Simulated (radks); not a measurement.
The numbers below are computed, except where a source is named.
Neutral lead inside a hard spherical wall (all orbitals vanish at R), configuration held at [Hg] 6p2 and not refilled when levels cross. Code: a radial shooting solver on a logarithmic mesh with Libxc functionals. Model: scalar-relativistic Kohn-Sham, PBEsol, spin-polarised, spherical densities, finite nucleus; open shells are filled with parallel spins first (spin-orbit coupling, left out, can overturn this in heavy ions); Fermi nuclear charge, rms radius 5.5012 fm. Eigenvalues in eV for spin up, with the zero of energy where the potential of the charges vanishes at infinity; a dash marks a level that is unbound or too diffuse for the functional's potential to be trusted. A positive occupied level is held by the wall or, in an anion where self-interaction has pushed it up, behind a barrier. The pressure on the wall is -dE/dV.

R (bohr),E (hartree),kinetic (hartree),e(5p),e(5d),e(6s),e(6p),"e(7s, empty)","e(6d, empty)",pressure (GPa)
free,-20870.5020,23569.688,-85.691,-21.112,-12.429,-3.966,-,-,0
20,-20870.5020,23569.688,-85.691,-21.112,-12.429,-3.966,-0.608,-,< 0.0001
15,-20870.5020,23569.688,-85.690,-21.111,-12.429,-3.966,-0.538,0.838,< 0.0001
10,-20870.5013,23569.694,-85.628,-21.050,-12.377,-3.916,0.188,1.795,0.0178
8,-20870.4962,23569.729,-85.376,-20.804,-12.179,-3.696,1.657,3.024,0.221
7,-20870.4854,23569.793,-85.019,-20.457,-11.905,-3.349,3.429,4.279,0.839
5,-20870.3467,23570.487,-82.686,-18.242,-10.025,-0.532,14.800,11.280,17.5
4,-20869.9394,23572.334,-78.952,-14.790,-6.350,5.104,33.937,22.372,114
2.5,-20863.9020,23596.710,-55.113,8.501,30.136,55.068,164.20,97.230,4910
2,-20851.0319,23644.128,-27.122,40.164,92.288,132.34,330.52,193.54,26800
1.5,-20798.6893,23817.442,50.664,134.89,298.14,367.42,782.20,457.02,217000
